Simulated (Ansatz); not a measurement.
Consider the hydrogenolysis of a Ge–C bond: `O[C](F)(F)[GeH3]` + H₂ → GeH₄ + `OC(F)F`.

Computed with Ansatz on PBE0-D4/def2-TZVP structures; ΔE is electronic, products minus reactants. CCSD(T)/CBS adds triple-zeta CCSD(T) − MP2 to the extrapolated MP2 energy (def2 sets, frozen cores). This one scheme is used for every species. For Ge outer-core shells are correlated without core-valence functions, which leaves a few kJ/mol of doubt a bond. Scalar relativity is left out up to krypton. One conformer a species, not always the lowest.

```
           species  MP2/def2-TZVPP energy (Eh)
`O[C](F)(F)[GeH3]`                 -2390.58965
                H₂                    -1.16460
              GeH₄                 -2077.95788
          `OC(F)F`                  -313.82412
```

Task: Work out ΔE.

Result: ΔE = (-2077.95788) + (-313.82412) − (-2390.58965) − (-1.16460) = -0.02775 Eh = -72.9 kJ/mol. CCSD(T)/CBS gives -71.3 kJ/mol.

Largest T1 diagnostic among the species: 0.012.

The D4 term adds +9.2 kJ/mol with B3LYP and +5.0 kJ/mol with PBE0; it sums over pairs of atoms, weighted by their polarisabilities, and B3LYP, whose exchange is more repulsive, gets the larger term. In def2-TZVPP, CCSD(T) changes the Hartree–Fock value by +31.5 kJ/mol (the triples alone add +6.0 kJ/mol) and MP2 by +34.7 kJ/mol. From PBE to PBE0 (25 % exact exchange), in def2-TZVPP and without D4, ΔE moves by −9.6 kJ/mol.

B3LYP here is the variant with VWN-RPA as its local correlation; programs differ in this.
